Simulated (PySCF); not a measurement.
Isomers of C6H6ClN, one conformer each; single-point electronic energies without zero-point terms and without any empirical dispersion term.

All values: wB97X-D/pcSseg-2 (PySCF, non-relativistic), each on one gas-phase PBE0-D3(BJ)/def2-TZVP geometry that isn't relaxed in the solvent. The solvent is an IEF-PCM continuum (Bondi radii, 1.10 Å for H, scaled by 1.2). The model holds no explicit solvent molecules, cavitation or dispersion.

```tsv
isomer	relative energy, gas (kcal/mol)	dipole (D)
`NC1=CC=CC=C1Cl`	0.0	1.85
`Nc1cccc(Cl)c1`	0.4	2.97
```

**Question.** How do the relative energies look in chloroform (ε = 4.711)?

**Answer.** 
```
          isomer  relative energy, solvent (kcal/mol)  E(solvent) − E(gas) (kcal/mol)  dipole in solvent (D)
`NC1=CC=CC=C1Cl`                                  0.4                            -3.9                   2.30
 `Nc1cccc(Cl)c1`                                  0.0                            -4.7                   3.68
```

`Nc1cccc(Cl)c1` becomes the lowest. `Nc1cccc(Cl)c1` gains most from the continuum, and it has the largest gas-phase dipole. The gains span 0.8 kcal/mol, the gas-phase energies 0.4 kcal/mol.
